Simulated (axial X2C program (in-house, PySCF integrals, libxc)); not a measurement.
## Excited states of CsTe⁻ by EOM-EE-CCSD

Calculated with an in-house all-electron X2C program for linear molecules (integrals from PySCF): two-component X2C with atomic mean-field Coulomb and Gaunt terms, Gaussian nuclei, basis Cs dyall-acv3z, Te dyall-acv3z with contracted cores.

R = 3.257 Å (near the PBE0 minimum at charge -1 of the determinant lowest at the starting distance; the state shown can have its own minimum elsewhere).

Vertical excitation energies from the closed-shell determinant state of CsTe⁻:

```json
{"Ω": "0⁻", "excitation (eV)": "0.466", "cm⁻¹": "3761", "hole of the leading pair": "54% Te pσ, 24% Te pπ, 9% Cs sσ", "particle of the leading pair": "60% Cs sσ, 31% Cs pσ", "weight of the pair (for Ω = 0 its time-reversed partner can hold as much again)": "0.47", "singles weight": "0.94"}
{"Ω": "1", "excitation (eV)": "0.469", "cm⁻¹": "3782", "hole of the leading pair": "54% Te pσ, 24% Te pπ, 9% Cs sσ", "particle of the leading pair": "60% Cs sσ, 31% Cs pσ", "weight of the pair (for Ω = 0 its time-reversed partner can hold as much again)": "0.93", "singles weight": "0.94"}
{"Ω": "2", "excitation (eV)": "0.565", "cm⁻¹": "4554", "hole of the leading pair": "86% Te pπ, 9% Cs dπ", "particle of the leading pair": "63% Cs sσ, 30% Cs pσ", "weight of the pair (for Ω = 0 its time-reversed partner can hold as much again)": "0.91", "singles weight": "0.91"}
{"Ω": "1", "excitation (eV)": "0.576", "cm⁻¹": "4648", "hole of the leading pair": "86% Te pπ, 9% Cs dπ", "particle of the leading pair": "63% Cs sσ, 30% Cs pσ", "weight of the pair (for Ω = 0 its time-reversed partner can hold as much again)": "0.90", "singles weight": "0.91"}
{"Ω": "0⁺", "excitation (eV)": "0.740", "cm⁻¹": "5968", "hole of the leading pair": "41% Te pπ, 40% Te pσ, 7% Cs sσ", "particle of the leading pair": "63% Cs sσ, 32% Cs pσ", "weight of the pair (for Ω = 0 its time-reversed partner can hold as much again)": "0.44", "singles weight": "0.88"}
{"Ω": "0⁻", "excitation (eV)": "0.989", "cm⁻¹": "7979", "hole of the leading pair": "49% Te pσ, 31% Te pπ, 8% Cs sσ", "particle of the leading pair": "95% Cs pπ", "weight of the pair (for Ω = 0 its time-reversed partner can hold as much again)": "0.44", "singles weight": "0.91"}
{"Ω": "1", "excitation (eV)": "0.990", "cm⁻¹": "7984", "hole of the leading pair": "48% Te pσ, 31% Te pπ, 8% Cs sσ", "particle of the leading pair": "95% Cs pπ", "weight of the pair (for Ω = 0 its time-reversed partner can hold as much again)": "0.64", "singles weight": "0.91"}
{"Ω": "2", "excitation (eV)": "0.991", "cm⁻¹": "7991", "hole of the leading pair": "49% Te pσ, 31% Te pπ, 8% Cs sσ", "particle of the leading pair": "95% Cs pπ", "weight of the pair (for Ω = 0 its time-reversed partner can hold as much again)": "0.91", "singles weight": "0.91"}
{"Ω": "0⁺", "excitation (eV)": "0.991", "cm⁻¹": "7997", "hole of the leading pair": "49% Te pσ, 31% Te pπ, 8% Cs sσ", "particle of the leading pair": "92% Cs pπ", "weight of the pair (for Ω = 0 its time-reversed partner can hold as much again)": "0.46", "singles weight": "0.91"}
{"Ω": "1", "excitation (eV)": "0.992", "cm⁻¹": "8000", "hole of the leading pair": "49% Te pσ, 31% Te pπ, 8% Cs sσ", "particle of the leading pair": "92% Cs pπ", "weight of the pair (for Ω = 0 its time-reversed partner can hold as much again)": "0.67", "singles weight": "0.91"}
{"Ω": "0⁻", "excitation (eV)": "0.999", "cm⁻¹": "8059", "hole of the leading pair": "50% Te pσ, 29% Te pπ, 8% Cs sσ", "particle of the leading pair": "69% Cs pσ, 30% Cs sσ", "weight of the pair (for Ω = 0 its time-reversed partner can hold as much again)": "0.45", "singles weight": "0.91"}
{"Ω": "3", "excitation (eV)": "1.013", "cm⁻¹": "8173", "hole of the leading pair": "86% Te pπ, 9% Cs dπ", "particle of the leading pair": "97% Cs pπ", "weight of the pair (for Ω = 0 its time-reversed partner can hold as much again)": "0.91", "singles weight": "0.91"}
{"Ω": "2", "excitation (eV)": "1.013", "cm⁻¹": "8174", "hole of the leading pair": "86% Te pπ, 9% Cs dπ", "particle of the leading pair": "97% Cs pπ", "weight of the pair (for Ω = 0 its time-reversed partner can hold as much again)": "0.91", "singles weight": "0.91"}
```

This point took 74 s on 1 thread of Arm Neoverse V2 (shared host).

Reference electrons by ω block (each with its −ω partner): 1/2: 34, 3/2: 16, 5/2: 4. 16 electrons of CsTe⁻ correlated (inner shells frozen), 88 natural virtual spinors (a truncated set); levels can be off by some tenths of an eV. Roots sought by Ω: (0: 5, 1: 4, 2: 3, 3: 1); the list ends where they run out and leaves out roots under 60 % singles weight. The solver can skip a root, and states that need a further excitation, which the method places far too high, are missing though they may lie low or lowest. T1 of the reference 0.040 (Lee–Taylor). The highest Hartree–Fock level of the anion lies at -0.98 eV; relaxation, partly offset by correlation, puts the detachment threshold some tenths of an eV to over one eV lower in magnitude, and states above it are held by the basis set and are not bound. Number of frozen shells: Cs 4 s, 3 p, 2 d; Te 4 s, 3 p, 2 d. Large amplitudes in the reference (orbital relaxation or multireference character) lower the reliability.
